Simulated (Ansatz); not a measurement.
A nudged elastic band was laid between two geometries of BClH$_{4}$O$_{2}$ (8 atoms, charge 0, multiplicity 1).

Method: RKS PBE0/def2-SVP (Ansatz).

| Property | Result |
| --- | --- |
| movable images | 9 |
| climbing image | yes |
| spring | 5.0 eV/Å² |
| optimiser | quadratic models (default) |
| start path | through a guess of the saddle point |
| force threshold | 0.05 eV/Å |
| iteration limit | 60 |
| end points | relaxed |

First end point:

```xyz
8
Properties=species:S:1:pos:R:3
B 0.036 -0.178 0.289
H -0.355 -0.983 1.102
Cl 1.785 -0.454 -0.261
O -0.814 0.266 -0.720
H -1.677 -0.150 -0.662
O 0.277 1.273 1.205
H -0.147 1.922 0.619
H 1.235 1.421 1.120
```

Last end point:

```xyz
8
Properties=species:S:1:pos:R:3
B -0.089 0.473 -0.606
H 0.479 0.039 3.557
Cl 1.307 -0.026 -1.615
O -1.335 0.070 -0.916
H -1.367 -0.488 -1.698
O 0.099 1.259 0.474
H 1.020 1.498 0.611
H 0.223 0.292 2.885
```

Question: Which bonds break or form, and what moves?

Answer: Bonds broken: B1–H2, O6–H8. Bonds formed: H2–H8. BClH4O2 becomes BClH2O2 + H2.

Question: What energy profile does the band end with?

Answer: It converged. The highest image is number 5 of 0 to 10, 102.9 kJ/mol above the first end and 190.8 kJ/mol above the last; the last end lies 88.0 kJ/mol below the first. Neighbouring images differ by up to 1.5 eV, so the band resolves the path poorly. A vibrational analysis at the climbing image gives one clearly imaginary mode, 1377i cm⁻¹: a first-order saddle point. The orbitals stay closed-shell, which can raise the energy where a bond breaks towards radicals; this wasn't checked here.

```
image  path coordinate (Å)  energy (kJ/mol)  B1–H2 (Å)  O6–H8 (Å)  H2–H8 (Å)
    0                 0.00              0.0       1.21       0.97       2.88
    1                 0.70              2.5       1.21       0.97       2.66
    2                 1.41              4.7       1.21       0.97       2.41
    3                 2.11             13.1       1.22       0.97       2.26
    4                 2.81             24.0       1.23       0.97       1.87
    5                 3.52            102.9       1.38       1.23       1.06
    6                 4.29            -46.5       2.09       1.96       0.77
    7                 5.06            -83.3       2.82       2.53       0.76
    8                 5.83            -86.7       3.42       2.66       0.76
    9                 6.60            -87.6       3.85       2.61       0.76
   10                 7.36            -88.0       4.22       2.60       0.76
```

Question: What is the geometry of the highest image?

Answer: 
```xyz
8
Properties=species:S:1:pos:R:3:forces:R:3
B -0.023 0.220 0.207 0.03 0.00 0.01
H -0.238 -0.324 1.462 -0.01 -0.01 0.02
Cl 1.510 -0.560 -0.396 0.03 0.00 0.00
O -1.146 0.199 -0.571 -0.03 0.00 -0.03
H -1.173 -0.560 -1.159 -0.02 0.00 -0.01
O 0.227 1.620 0.803 -0.02 0.01 0.01
H 1.171 1.823 0.757 0.01 -0.01 0.00
H 0.010 0.699 1.588 0.02 0.02 0.01
```

The band took 22 iterations and of the order of 9 core-minutes.

Run time: 8.9 min on 1 thread of Arm Neoverse V1, with other jobs on the host, peak memory 0.15 GiB.
